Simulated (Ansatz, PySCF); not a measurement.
Breaking a bond: CSe, singlet.

- RCCSD = CCSD on RHF/cc-pVTZ, cores with 3d frozen in Ansatz (an electronic-structure program)
- UCCSD(T) = CCSD(T) on UHF/cc-pVTZ, cores with 3d frozen (Ansatz)
- RMP2/3-21G = restricted MP2 (frozen core)/3-21G (PySCF 2.14.0)
- RKS-M06-2X/6-31G* = restricted M06-2X/6-31G*, spherical d (PySCF)

Energies are in kcal/mol, each relative to the lowest point of its own curve near equilibrium.

```tsv
R / Å	RCCSD	UCCSD(T)	RMP2/3-21G	RKS-M06-2X/6-31G*
1.24	228.9	233.1	252.9	222.5
1.33	120.8	124.3	140.9	115.9
1.44	46.0	48.6	60.9	43.0
1.47	33.4	35.6	46.6	30.8
1.57	7.7	8.9	___	6.5
1.61	2.9	3.6	8.4	___
1.67	0.0	0.1	2.0	0.0
1.69	0.0	0.0	0.9	0.2
1.78	4.2	3.9	0.0	5.3
1.85	11.1	9.9	___	12.8
1.94	22.8	20.0	___	25.3
2.06	41.0	36.2	27.0	44.5
2.28	75.2	69.0	72.4	81.8
2.50	103.6	97.3	125.5	116.4
2.70	122.2	114.9	156.0	143.6
3.00	181.2	___	177.7	173.7
3.36	186.0	132.4	189.8	189.9
3.71	189.0	133.9	195.8	197.8
4.09	190.7	___	199.3	203.0
4.56	191.7	135.1	201.2	206.3
5.04	192.1	135.3	202.0	208.0
5.84	192.4	135.5	202.4	208.9
6.71	192.6	135.6	202.6	209.1
```

Complete the blanks.


- 1.57, RMP2/3-21G: 15.5
- 1.61, RKS-M06-2X/6-31G*: 2.2
- 1.85, RMP2/3-21G: 3.3
- 1.94, RMP2/3-21G: 11.2
- 3.00, UCCSD(T): 128.0
- 4.09, UCCSD(T): 134.7

The T1 diagnostic of CCSD on the restricted reference of RCCSD exceeds 0.045 at 1.85 to 3.00 Å. The unrestricted determinant behind UCCSD(T) is spin-contaminated at 1.67 to 6.71 Å (<S²> up to 2.0, against 0.00 for a pure singlet). The restricted form behind RMP2/3-21G, RKS-M06-2X/6-31G* keeps the bonding electrons paired and can't separate into open-shell fragments.
